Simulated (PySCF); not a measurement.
How methods differ on the excitation energy of Si²⁺

Si²⁺ [Ne] 3s2 (1S) → Si²⁺ [Ne] 3p2 (3P), as a difference of total energies. Computed with PySCF 2.14 in x2c-QZVPPall (9s6p4d2f1g, 70 functions), with scalar relativity by spin-free X2C-1e. Correlated levels: valence: [Ne] frozen; valence and next inner shell: 1s2 frozen. The calculations carry no spin-orbit coupling.

| method | excitation energy (cm⁻¹) |
| --- | --- |
| UHF | 121370 |
| LDA | 118730 |
| PBE | 117080 |
| PBE0 | 119180 |
| r2SCAN | 114890 |
| MN15 | 115240 |
| BP86 | 117080 |
| HSE06 | 119310 |
| M06-L | 119410 |
| MP2 (valence) | 127140 |
| SCS-MP2 (valence) | 129650 |
| MP2 (valence and next inner shell) | 128970 |
| SCS-MP2 (valence and next inner shell) | 131050 |

A first-order spin-orbit estimate (lowest level to lowest level, LS coupling) adds -0.027 eV.

The basis was made for the ground configuration and has no added diffuse functions, so the excitation energy can come out too high.
